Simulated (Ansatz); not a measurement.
Born–Oppenheimer molecular dynamics of a periodic cell of 30 atoms, H₃CCl (contents 6 CH3Cl, density as packed 0.91 g/cm³ with natural masses). It starts from a partly relaxed structure (largest force component 0.21 eV/Å).

These are results of DFT r2SCAN-D3(BJ), scalar-relativistic, plane waves, PAW (Ansatz 0.2.0), not measurements. Settings: cutoff 500 eV, k mesh 1x1x1, fermi-dirac smearing 0.02 eV, no spin polarisation.

| Quantity | Value |
| --- | --- |
| ensemble | NVT, Langevin thermostat |
| time step | 0.5 fs |
| steps asked | 20 |
| set temperature | 1500 K |
| friction | 0.02 /fs |
| seed | 355563 |

First frame:

```xyz
30
Lattice="8.2031 0.0000 0.0000 0.0000 8.2031 0.0000 0.0000 0.0000 8.2031" Properties=species:S:1:pos:R:3
C 4.488 2.021 7.743
Cl 3.761 2.928 6.403
H 5.093 1.228 7.316
H 5.093 2.702 8.340
H 3.681 1.605 8.338
C 8.111 4.594 2.177
Cl 8.128 4.540 3.957
H 8.126 5.634 1.874
H 8.996 4.091 1.805
H 7.215 4.089 1.823
C 3.619 6.063 5.190
Cl 4.684 6.338 6.598
H 3.877 6.799 4.436
H 3.794 5.057 4.822
H 2.579 6.180 5.494
C 5.478 7.813 2.247
Cl 5.718 8.981 3.588
H 4.411 7.613 2.203
H 5.816 8.246 1.303
H 6.045 6.910 2.468
C 0.402 1.384 2.148
Cl 0.881 -0.220 2.786
H 0.005 1.942 2.986
H 1.272 1.875 1.720
H -0.367 1.258 1.388
C 0.332 6.627 7.470
Cl 1.689 7.768 7.628
H -0.099 6.765 6.484
H 0.718 5.616 7.585
H -0.406 6.839 8.241
```

(1) What does the run give?

(2) What happens to the structure?

(3) How do temperature and energy run in time?

## Answers

(1) All steps were run.

```
steps done                                               : 20
time covered                                             : 10 fs
mean temperature over the second half                    : 761 K
spread of the potential energy over the second half      : 11.8 meV per atom
mean potential energy of the second half above the start : 113.0 meV per atom
```

The mean temperature of the second half is 49 % below the set value. A run of 0.01 ps of so small a system gives no equilibrium averages. Limits of this set-up: coarse k mesh.

(2) Mean squared displacements from the first frame to the last, about the centre of mass: C 0.02 Å², Cl 0.01 Å², H 0.09 Å². Another seed would give other details.

(3) 
```tsv
time (fs)	T (K)	potential energy less start (eV)
0.0	1450	0.000
0.5	1443	0.093
1.0	1361	0.357
1.5	1292	0.725
2.0	1307	1.140
2.5	1227	1.538
3.0	1062	1.847
3.5	1059	2.092
4.0	959	2.338
4.5	879	2.604
5.0	806	2.877
5.5	723	3.124
6.0	715	3.341
6.5	696	3.536
7.0	696	3.696
7.5	726	3.788
8.0	733	3.810
8.5	740	3.737
9.0	785	3.493
9.5	834	3.137
10.0	912	2.757
```

Time of the run: 12 min on 1 thread of Arm Neoverse V2, with other jobs on the host, peak memory 1.3 GiB.
